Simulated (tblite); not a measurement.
Compound: C₅H₈FNPSi (charge +1).
Numbering: `[N:1]#[C:2][CH2:3][CH2:4][P@H+:5]1[C:6]([F:7])=[C:8]1[SiH3:9]` (hydrogens: H10, H11 on C3; H12, H13 on C4; H14 on P5; H15, H16, H17 on Si9)

A start from a force field or distance geometry was refined with tblite, GFN2-xTB geometry optimisation, gas phase. Values at the start:

| coordinate | start |
| --- | --- |
| N1≡C2 | 1.162 Å |
| C2–C3 | 1.465 Å |
| C3–C4 | 1.516 Å |
| C3–H10 | 1.101 Å |
| C3–H11 | 1.107 Å |
| C4–P5 | 1.820 Å |
| C4–H12 | 1.082 Å |
| C4–H13 | 1.094 Å |
| P5–C6 | 1.769 Å |
| P5–C8 | 1.686 Å |
| P5–H14 | 1.401 Å |
| C6–F7 | 1.339 Å |
| C6=C8 | 1.327 Å |
| C8–Si9 | 1.735 Å |
| Si9–H15 | 1.493 Å |
| Si9–H16 | 1.471 Å |
| N1–C2–C3 | 176.9° |
| C2–C3–C4 | 111.6° |
| C4–P5–C6 | 96.7° |
| P5–C6–F7 | 131.1° |
| P5–C6–C8 | 64.1° |
| P5–C8–Si9 | 136.8° |
| C6–P5–C8 | 45.1° |
| F7–C6–C8 | 119.8° |

Question: How do these coordinates change at the GFN2-xTB level?

Answer: 
| coordinate | GFN2-xTB (Å or °) | change |
| --- | --- | --- |
| C8–Si9 | 1.970 | +0.235 |
| P5–C8 | 1.874 | +0.188 |
| P5–C6 | 1.849 | +0.080 |
| C6–F7 | 1.283 | -0.056 |
| Si9–H15 | 1.453 | -0.040 |
| C4–P5 | 1.852 | +0.032 |
| C6=C8 | 1.298 | -0.029 |
| C2–C3 | 1.439 | -0.026 |
| C3–C4 | 1.535 | +0.019 |
| N1≡C2 | 1.143 | -0.019 |
| P5–H14 | 1.384 | -0.017 |
| C3–H11 | 1.094 | -0.013 |
| C4–H12 | 1.095 | +0.013 |
| Si9–H16 | 1.464 | -0.007 |
| C3–H10 | 1.094 | -0.007 |
| C4–H13 | 1.094 | 0.000 |
| F7–C6–C8 | 155.3 | +35.5 |
| C4–P5–C6 | 123.8 | +27.1 |
| P5–C8–Si9 | 152.7 | +15.9 |
| P5–C6–C8 | 70.6 | +6.5 |
| C6–P5–C8 | 40.8 | -4.3 |
| P5–C6–F7 | 134.0 | +2.9 |
| N1–C2–C3 | 174.6 | -2.3 |
| C2–C3–C4 | 109.3 | -2.3 |

The energy falls by 2.537 eV over 165 L-BFGS steps, the largest force on an atom goes from 6.56 to 0.009 eV/Å, and the atoms move by 1.019 Å rms after alignment. The bond that changes most is C8–Si9 (fully substituted alkene carbon to SiH3 silicon), which lengthens by 0.235 Å. Bonds longer at the end by more than 0.005 Å: 6 of 17; shorter: 10. Among the dihedrals that turn most is H14–P5–C6–F7, from -21° to 111°. Rotational constants go from 1977, 659.9, 527.2 to 1368, 1030, 625.2 MHz.

The run took 1.5 s of wall time on one thread, Arm Neoverse V1 (aarch64), on a shared host.

Its GFN2-xTB frequencies are all real (lowest 30 cm⁻¹). 3 starts were optimised and ended at 0.00, 0.00 and 3.13 kcal/mol (GFN2-xTB); the lowest of these is shown.

One conformer stands for the species.

The numbers are calculated, not measured.
